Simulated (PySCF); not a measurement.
Computed IR spectrum (relative IR intensity) of a molecule C₃H₉FSi. Coordinates come from a PBE0-D3(BJ)/def2-SVP optimisation. Other conformers were not sampled. Computed with PBE0-D3(BJ)/def2-SVP (PySCF). Frequencies are harmonic and unscaled.

Lines under 2 % of the strongest are left out, and lines within 2 cm⁻¹ are merged.

| ν (cm⁻¹) | relative intensity |
|---|---|
| 511 | 5.4 |
| 686 | 11 |
| 737 | 18 |
| 835 | 5.4 |
| 864 | 7.0 |
| 902 | 4.0 |
| 928 | 100 |
| 963 | 39 |
| 1022 | 5.5 |
| 1042 | 7.9 |
| 1106 | 3.9 |
| 1242 | 7.1 |
| 1360 | 2.2 |
| 1405 | 3.1 |
| 1472 | 3.8 |
| 2238 | 40 |
| 2248 | 44 |
| 3047 | 5.2 |
| 3051 | 10 |
| 3054 | 2.9 |
| 3096 | 3.2 |
| 3112 | 2.5 |
| 3135 | 13 |
| 3151 | 7.3 |

Which molecule gave these data?
A) CCC[SiH2]F
B) C[C@H](F)C[SiH3]
C) CC[C@H](F)[SiH3]
D) C[Si](C)(C)F

A, CCC[SiH2]F
